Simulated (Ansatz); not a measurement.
The cluster Ga2N2. Total charge 0; singlet. Geometry relaxed at PBE-D4/def2-SVP.

```xyz
4

Ga    0.9706   -0.4624   -1.6542
Ga   -0.8296   -1.3106    0.6756
N     0.2198    0.7493   -0.0023
N    -0.3608    1.0238    0.9809
```

At PBE0-D4/def2-TZVP a triplet of charge 0 lies 0.17 eV below the restricted singlet, each at its own geometry. The structure comes from a short search, and lower isomers may exist.

Q: Estimate the harmonic wavenumbers at RKS PBE-D4/def2-SVP (Ansatz, unscaled). Is this a minimum?

A: 106, 114, 177, 224, 378, 1837 cm⁻¹. Yes, no mode is imaginary beyond noise. Zero-point energy 17.0 kJ/mol. It took 23 s on 2 threads of Arm Neoverse V1 on a shared host.
